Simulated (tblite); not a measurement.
Compound: C₁₃H₁₁N₃Si.
SMILES with atom numbers: `[C-:1]#[N+:2][c:3]1[cH:4][cH:5][c:6](/[N:7]=[N:8]/[c:9]2[cH:10][cH:11][c:12]([SiH3:13])[cH:14][cH:15]2)[cH:16][cH:17]1` (hydrogens: H18 on C4; H19 on C5; H20 on C10; H21 on C11; H22, H23, H24 on Si13; H25 on C14; H26 on C15; H27 on C16; H28 on C17)
Bond orders are those of one Lewis drawing.

Computed with GFN2-xTB (tblite), gas phase: L-BFGS steps from a force-field or distance-geometry start until the largest atomic force falls under 0.01 eV/Å.

The end geometry, which sets the zero of energy:
```
atom  x, y, z in Å
C1     -7.4569    0.3502    0.7128
N2     -6.3088    0.3237    0.4985
C3     -4.9730    0.2922    0.2571
C4     -4.5069    0.2256   -1.0584
C5     -3.1542    0.1780   -1.3005
C6     -2.2429    0.2244   -0.2368
N7     -0.9107    0.0701   -0.5263
N8     -0.0670    0.5932    0.2576
C9      1.2586    0.2716    0.0864
C10     1.7016   -0.9036   -0.5374
C11     3.0460   -1.1954   -0.5714
C12     3.9930   -0.3395   -0.0063
Si13    5.8263   -0.7892   -0.0490
C14     3.5395    0.8304    0.6025
C15     2.1974    1.1340    0.6641
C16    -2.7239    0.2919    1.0803
C17    -4.0762    0.3188    1.3269
H18    -5.2174    0.2048   -1.8711
H19    -2.7751    0.1283   -2.3092
H20     0.9666   -1.5696   -0.9658
H21     3.3804   -2.1081   -1.0452
H22     6.5919    0.3137    0.5311
H23     6.0282   -2.0129    0.7312
H24     6.2241   -1.0201   -1.4395
H25     4.2566    1.5087    1.0428
H26     1.8469    2.0380    1.1384
H27    -2.0088    0.3043    1.8892
H28    -4.4562    0.3640    2.3373
```

**Question.** These geometries come from the run, each turned onto the end geometry. Order them by energy, lowest first.
A.
```
atom  x, y, z in Å
C1     -7.5254    0.7347    0.4022
N2     -6.3752    0.5596    0.2966
C3     -5.0336    0.3873    0.1741
C4     -4.3864    0.8266   -0.9823
C5     -3.0284    0.6587   -1.1144
C6     -2.2793    0.0867   -0.0748
N7     -0.9432   -0.1573   -0.2860
N8     -0.0518    0.4132    0.3739
C9      1.2764    0.1080    0.1980
C10     1.7818   -1.1953    0.1427
C11     3.1424   -1.4050    0.0639
C12     4.0427   -0.3420    0.0182
Si13    5.8989   -0.6166   -0.2228
C14     3.5233    0.9525    0.0718
C15     2.1716    1.1864    0.1827
C16    -2.9429   -0.3638    1.0735
C17    -4.3071   -0.2191    1.1971
H18    -4.9636    1.3048   -1.7600
H19    -2.5176    1.0030   -2.0010
H20     1.0919   -2.0242    0.1890
H21     3.5149   -2.4193    0.0289
H22     6.6228    0.5457    0.3102
H23     6.3322   -1.8431    0.4597
H24     6.1406   -0.7358   -1.6695
H25     4.2084    1.7872    0.0292
H26     1.7793    2.1923    0.1977
H27    -2.3737   -0.8466    1.8529
H28    -4.8198   -0.5512    2.0880
```
B.
```
atom  x, y, z in Å
C1     -7.4492    0.8530    0.4662
N2     -6.3145    0.6699    0.3203
C3     -4.9406    0.4352    0.1704
C4     -4.3116    0.9299   -0.9810
C5     -2.9436    0.6893   -1.1250
C6     -2.2216   -0.0087   -0.1609
N7     -0.8457   -0.2442   -0.3687
N8     -0.1596    0.2999    0.5379
C9      1.2121    0.0668    0.3234
C10     1.7511   -1.2188    0.3235
C11     3.1263   -1.4126    0.1356
C12     3.9871   -0.3170   -0.0349
Si13    5.8273   -0.5660   -0.2729
C14     3.4412    0.9775   -0.0212
C15     2.0586    1.1720    0.1658
C16    -2.8904   -0.4948    0.9873
C17    -4.2546   -0.2670    1.1480
H18    -4.8669    1.4644   -1.7295
H19    -2.4314    1.0623   -2.0126
H20     1.1109   -2.0764    0.4649
H21     3.5095   -2.4243    0.1411
H22     6.5779    0.5963    0.2688
H23     6.2737   -1.8006    0.4218
H24     6.1243   -0.6980   -1.7331
H25     4.0671    1.8638   -0.1396
H26     1.6420    2.1686    0.1853
H27    -2.3326   -1.0485    1.7281
H28    -4.7677   -0.6444    2.0305
```
C.
```
atom  x, y, z in Å
C1     -7.5304    0.2450    0.3746
N2     -6.3637    0.2572    0.3185
C3     -5.0106    0.2607    0.2075
C4     -4.4249    0.5755   -1.0216
C5     -3.0612    0.5248   -1.1608
C6     -2.2453    0.2368   -0.0584
N7     -0.9140    0.0567   -0.2938
N8     -0.0207    0.6493    0.3538
C9      1.2871    0.2827    0.1294
C10     1.6805   -1.0229   -0.1878
C11     3.0217   -1.3304   -0.2592
C12     4.0059   -0.3585   -0.0740
Si13    5.8464   -0.7902   -0.1057
C14     3.5927    0.9496    0.1785
C15     2.2607    1.2679    0.3113
C16    -2.8444   -0.0243    1.1821
C17    -4.2151   -0.0464    1.3098
H18    -5.0502    0.8648   -1.8530
H19    -2.5945    0.7409   -2.1087
H20     0.9250   -1.7782   -0.3498
H21     3.3221   -2.3503   -0.4553
H22     6.5741    0.3200    0.5097
H23     6.0384   -2.0277    0.6492
H24     6.3135   -0.9771   -1.4787
H25     4.3328    1.7295    0.2931
H26     1.9487    2.2736    0.5400
H27    -2.2136   -0.2321    2.0295
H28    -4.6818   -0.2693    2.2590
```
D.
```
atom  x, y, z in Å
C1     -7.4377    0.8515    0.4638
N2     -6.2939    0.6650    0.3216
C3     -4.9598    0.4401    0.1703
C4     -4.3031    0.9193   -0.9707
C5     -2.9512    0.6850   -1.1344
C6     -2.2406   -0.0150   -0.1601
N7     -0.8941   -0.2201   -0.3399
N8     -0.1156    0.2834    0.5054
C9      1.2314    0.0677    0.3338
C10     1.7606   -1.2192    0.3161
C11     3.1201   -1.3991    0.1410
C12     3.9776   -0.3104   -0.0324
Si13    5.8451   -0.5688   -0.2804
C14     3.4266    0.9723   -0.0171
C15     2.0709    1.1708    0.1733
C16    -2.8947   -0.4888    0.9814
C17    -4.2494   -0.2674    1.1400
H18    -4.8620    1.4609   -1.7225
H19    -2.4341    1.0586   -2.0044
H20     1.1101   -2.0703    0.4642
H21     3.5090   -2.4103    0.1410
H22     6.5693    0.5867    0.2638
H23     6.2679   -1.7901    0.4165
H24     6.1206   -0.6971   -1.7173
H25     4.0591    1.8425   -0.1398
H26     1.6457    2.1608    0.1827
H27    -2.3357   -1.0422    1.7230
H28    -4.7630   -0.6384    2.0205
```
E.
```
atom  x, y, z in Å
C1     -7.4552    0.1432    0.6849
N2     -6.3056    0.2045    0.4850
C3     -4.9694    0.2529    0.2502
C4     -4.5010    0.3074   -1.0654
C5     -3.1481    0.3087   -1.3078
C6     -2.2394    0.2974   -0.2402
N7     -0.9087    0.1475   -0.5268
N8     -0.0563    0.6540    0.2548
C9      1.2626    0.3056    0.0945
C10     1.6781   -0.9261   -0.4320
C11     3.0180   -1.2384   -0.4680
C12     3.9881   -0.3537    0.0070
Si13    5.8150   -0.8282   -0.0557
C14     3.5600    0.8657    0.5323
C15     2.2239    1.1948    0.5890
C16    -2.7226    0.2754    1.0778
C17    -4.0750    0.2371    1.3221
H18    -5.2102    0.3337   -1.8798
H19    -2.7679    0.3453   -2.3172
H20     0.9267   -1.6213   -0.7790
H21     3.3282   -2.1918   -0.8732
H22     6.6028    0.2541    0.5329
H23     6.0140   -2.0693    0.6989
H24     6.1956   -1.0400   -1.4539
H25     4.2927    1.5678    0.9046
H26     1.8953    2.1428    0.9879
H27    -2.0056    0.2641    1.8851
H28    -4.4570    0.1941    2.3312
```

**Answer.** E (0.005 eV), C (0.062 eV), A (0.118 eV), D (0.213 eV), B (0.461 eV).

In the order of the answer:

```json
{"step": "142", "E above end (eV)": "0.005", "largest force (eV/Å)": "0.04", "rms force component (eV/Å)": "0.011", "rms distance from end (Å)": "0.119", "rms bond change (Å)": "0.001", "bond most changed (Å)": "C6–N7 -0.003"}
{"step": "63", "E above end (eV)": "0.062", "largest force (eV/Å)": "0.13", "rms force component (eV/Å)": "0.035", "rms distance from end (Å)": "0.425", "rms bond change (Å)": "0.003", "bond most changed (Å)": "N7=N8 -0.013"}
{"step": "39", "E above end (eV)": "0.118", "largest force (eV/Å)": "0.12", "rms force component (eV/Å)": "0.032", "rms distance from end (Å)": "0.700", "rms bond change (Å)": "0.004", "bond most changed (Å)": "N7=N8 -0.018"}
{"step": "3", "E above end (eV)": "0.213", "largest force (eV/Å)": "0.44", "rms force component (eV/Å)": "0.134", "rms distance from end (Å)": "0.799", "rms bond change (Å)": "0.005", "bond most changed (Å)": "C12–Si13 +0.013"}
{"step": "0", "E above end (eV)": "0.461", "largest force (eV/Å)": "2.15", "rms force component (eV/Å)": "0.548", "rms distance from end (Å)": "0.801", "rms bond change (Å)": "0.019", "bond most changed (Å)": "N2–C3 +0.044"}
```

The cost below is that of the whole relaxation. On Arm Neoverse V2, one thread, no GPU, shared host with 32 logical CPUs at a one-minute load of 17, this took 2.5 s.
